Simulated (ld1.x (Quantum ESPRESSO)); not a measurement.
**Mo (Z = 42), RRKJ: configuration errors across variants**

```json
{
 "Element": "molybdenum",
 "Generator": "ld1.x (Quantum ESPRESSO) 7.5",
 "Type": "norm-conserving RRKJ (Kleinman–Bylander form)",
 "Functional": "BP86",
 "Relativity": "scalar-relativistic",
 "Frozen core": "[Kr]",
 "Valence charge": "6",
 "Reference configuration": "4d6 5s0 5p0",
 "Partial waves": "5p (bound, empty): rc 4.10 bohr; 4d (bound): rc 2.00 bohr; 5s (bound, empty): rc 2.30 bohr",
 "Local potential": "the s channel",
 "Core correction": "a·sin(br)/r model core, default radius (core density twice the valence density)",
 "rho0": "0.001"
}
```

All-electron excitation energies from the reference (eV): (1) 4d5 5s1 5p0 -0.804; (2) 4d5 5s0 5p0 6.276; (3) 4d4 5s0 5p0 21.859; (4) 4d4 5s2 5p0 -0.650; (5) 4d5.5 5s0.5 5p0 -0.503; (6) 4d2 5s0 5p0 88.253; (7) 4d5 5s0.5 5p0 2.021.

The overlap operator is not positive definite (basis up to 400 Ry) in “type ultrasoft; waves now 5s (bound): rcut 2.00, rcutus 2.30 bohr; 5s channel at 0.25 Ry: rcut 2.00, rcutus 2.30 bohr; 5p (bound): rcut 3.55, rcutus 4.10 bohr; 5p channel at 5.2 Ry: rcut 3.55, rcutus 4.10 bohr; 4d (bound): rcut 1.75, rcutus 2.00 bohr; 4d channel at 0.45 Ry: rcut 1.75, rcutus 2.00 bohr; local potential all-electron potential smoothed inside 4.05 bohr (lloc = -1); augmentation PSQ, radius 1.90 bohr; rho0 0”. Such files are unfit for use, however small their errors in these radial tests.

3 further variants failed, have other tests or another functional or relativity, and are left out.

Errors AE − PS in meV (a dash: test not solved or not reliable):

```csv
change,(1),(2),(3),(4),(5),(6),(7),bound ghosts
base,-49,-38,-303,-233,-10,-2338,-38,none
wave 5p (bound): rc 4.10 bohr becomes 5p (bound): rc 3.78 bohr,-49,-38,-303,-233,-10,-2338,-38,none
"type ultrasoft; waves now 5s (bound): rcut 2.00, rcutus 2.30 bohr; 5s channel at 0.25 Ry: rcut 2.00, rcutus 2.30 bohr; 5p (bound): rcut 3.55, rcutus 4.10 bohr; 5p channel at 5.2 Ry: rcut 3.55, rcutus 4.10 bohr; 4d (bound): rcut 1.75, rcutus 2.00 bohr; 4d channel at 0.45 Ry: rcut 1.75, rcutus 2.00 bohr; local potential all-electron potential smoothed inside 4.05 bohr (lloc = -1); augmentation PSQ, radius 1.90 bohr; rho0 0",–,–,–,–,–,–,–,not determined (overlap not positive)
```

(1) Give the same row for: wave 4d (bound): rc 2.00 bohr becomes 4d (bound): rc 1.54 bohr.

Results:

(1) -51, -38, -309, -246, -11, -2444, -39; bound ghosts: none.
